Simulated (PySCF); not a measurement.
Mean harmonic wavenumber (cm⁻¹) of eight silicon and germanium compounds: PBE-D3(BJ) beside TPSSh-D3(BJ), computed with PySCF for isolated molecules in the bases named; differences from unrounded values. The eight are the first of their class met in an unordered collection, after screening for sound electronic states; none was chosen by its value. Each level has its own optimised geometry.

```tsv
molecule	basis	TPSSh-D3(BJ)	PBE-D3(BJ)	difference
C₄H₇FSi, SMILES [C@@H]1([Si@@H](C)C=C1)F	def2-SVP	1289	[?]	[?]
CH10FNSi3, SMILES C[Si@H](F)N([SiH3])[SiH3]	def2-SVP	1115	1074	-40
CH₇NOSi₂, SMILES C1N[SiH2]O[SiH2]1	def2-SVP	1224	1181	-42
C4H6Si, SMILES C1=C[SiH2]C=C1	def2-SVP	1333	[?]	[?]
C2H4F2Si, SMILES C=C(F)[SiH2]F	def2-SVP	1142	1105	-38
C2H6F2OSi, SMILES C(O)[Si@H](F)CF	def2-SVP	1221	1185	-36
F₂H₅NSi₂, SMILES F[SiH](F)N[SiH3]	def2-SVP	1044	1007	-37
Si(Cl)3(vinyl) (C2H3Cl3Si), SMILES C=C[Si](Cl)(Cl)Cl	def2-SVP	1008	[?]	[?]
```

### Question
Some entries are withheld; supply them. (An estimate is asked for; the answer gives what the named calculation found.)

### Answer

- C4H6Si, SMILES C1=C[SiH2]C=C1, PBE-D3(BJ): 1292
- C4H6Si, SMILES C1=C[SiH2]C=C1, difference: -40
- Si(Cl)3(vinyl) (C2H3Cl3Si), SMILES C=C[Si](Cl)(Cl)Cl, PBE-D3(BJ): 980
- Si(Cl)3(vinyl) (C2H3Cl3Si), SMILES C=C[Si](Cl)(Cl)Cl, difference: -28
- C₄H₇FSi, SMILES [C@@H]1([Si@@H](C)C=C1)F, PBE-D3(BJ): 1250
- C₄H₇FSi, SMILES [C@@H]1([Si@@H](C)C=C1)F, difference: -38

PBE-D3(BJ) lies below TPSSh-D3(BJ) in 8 and above it in 0 of the eight; the mean signed difference is -37 and the largest -42 cm⁻¹.
